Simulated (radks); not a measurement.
Spherical quantum dot in the effective-mass picture: electrons in a parabolic well V = omega^2 r^2 / 2 with omega = 0.0883, all in effective atomic units (hartree* = m*/eps^2 hartree, bohr* = eps/m* bohr), one dielectric constant everywhere. Calculated with a radial shooting solver with Libxc functionals: non-relativistic Kohn-Sham, LDA (Slater exchange, Perdew-Wang correlation), spin-polarised, spherical densities. Levels are named by radial order and angular momentum (1s, 1p, 1d, 2s, ...), and open shells are averaged over m. Results are scaled to m* = 0.398 and eps = 7.2, for which hartree* = 208.9 meV and bohr* = 0.9573 nm. Each electron was tried in the lowest free levels, single moves between levels near the top were tried too, and the lowest total energy was kept; such a search can miss a lower state. At N = 1 the Hartree and exchange-correlation terms need not cancel, so that row can carry a self-interaction error.

N	open shells	2S	E (meV)	mu = E(N) - E(N-1) (meV)	addition energy mu(N+1) - mu(N) (meV)	e(HOMO) (meV)	rms radius (nm)
1	1s(up 1, down 0)	1	28.2854	28.285	38.27	45.079	4.016
2	none	0	94.8430	66.558	39.60	81.225	4.729
3	1p(up 1, down 0)	1	201.004	106.16	24.30	118.40	5.489
4	1p(up 2, down 0)	2	331.468	130.46	23.52	142.38	6.006
5	1p(up 3, down 0)	3	485.450	153.98	26.47	165.42	6.424
6	1p(up 3, down 1)	2	665.902	180.45	20.63	190.83	6.810
7	1p(up 3, down 2)	1	866.988	201.09	20.17	211.26	7.146
8	none	0	1088.25	221.26	27.16	231.17	7.449
9	1d(up 1, down 0)	1	1336.67	248.42	18.25	257.61	7.766
10	1d(up 2, down 0)	2	1603.34	266.68	17.89	275.68	8.050
11	1d(up 3, down 0)	3	1887.91	284.57	17.54	293.40	8.311
12	1d(up 4, down 0)	4	2190.02	302.11	17.19	310.76	8.552
13	1d(up 5, down 0)	5	2509.31	319.29	19.83	327.77	8.778
14	1d(up 5, down 1)	4	2848.43	339.12	16.17	347.24	8.998
15	1d(up 5, down 2)	3	3203.71	355.28	15.94	363.29	9.205
16	1d(up 5, down 3)	2	3574.94	371.23	15.71	379.12	9.401
17	1d(up 5, down 4)	1	3961.88	386.94	15.48	394.72	9.589
18	none	0	4364.30	402.42	17.44	410.09	9.769
19	2s(up 1, down 0)	1	4784.16	419.86	17.30	427.54	9.946
20	none	0	5221.32	437.16	15.89	444.68	10.12
21	1f(up 1, down 0)	1	5674.37	453.05	14.33	460.24	10.29
22	1f(up 2, down 0)	2	6141.75	467.38	14.17	474.49	10.45
23	1f(up 3, down 0)	3	6623.31	481.55	14.01	488.58	10.61
24	1f(up 4, down 0)	4	7118.87	495.56	13.86	502.52	10.76
25	1f(up 5, down 0)	5	7628.29	509.42	13.71	516.30	10.91
26	1f(up 6, down 0)	6	8151.43	523.13	13.57	529.94	11.05
27	1f(up 7, down 0)	7	8688.12	536.70	15.67	543.43	11.19
28	1f(up 7, down 1)	6	9240.49	552.37	13.14	558.96	11.33
29	1f(up 7, down 2)	5	9806.00	565.51	13.03	572.04	11.46
30	1f(up 7, down 3)	4	10384.5	578.54	12.91	585.01	11.59
31	1f(up 7, down 4)	3	10976.0	591.45	12.80	597.87	11.72
32	1f(up 7, down 5)	2	11580.2	604.25	12.69	610.62	11.84
33	1f(up 7, down 6)	1	12197.2	616.95	-	623.26	11.96

All shells are closed at N = 2, 8, 18, 20 (there: 1s2 1p6 1d10 2s2); the second difference of the energy has clear peaks (12 % above both neighbours; the first and last values, which can be the largest, are not judged, and half-filled shells can peak too) at N = 5, 8, 13, 27.
